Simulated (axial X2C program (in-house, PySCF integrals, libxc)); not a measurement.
**Which molecule has these constants?**

All values come from calculations with an in-house all-electron X2C program for linear molecules (integrals from PySCF), spin-free (one-electron X2C) or two-component (2c: spin–orbit coupling with atomic mean-field Coulomb and Gaunt terms, which also bring small scalar terms), in Dyall basis sets with cores contracted in-house; open shells are unrestricted.

A two-component PBE0 calculation in a Dyall 3-zeta basis gave Re = 3.535 Å, ωe = 147.3 cm⁻¹, De = 0.22 eV, dipole magnitude 0.95 D, Ω = 0.

Which molecule is it?
A. CaSr
B. BeSr
C. MgSr

B. The others have MgSr 4.076 Å and 72.0 cm⁻¹ (Ω = 0); CaSr 4.418 Å and 63.6 cm⁻¹ (Ω = 0).

Each entry is the lowest single determinant of a limited PBE0 search at one distance. De goes to single-determinant-based atoms at the same level (for ions the charge split of lowest energy) and is withheld (n/a) where an atom does not fit its ground term or J level. Main or longest-lived isotopes.
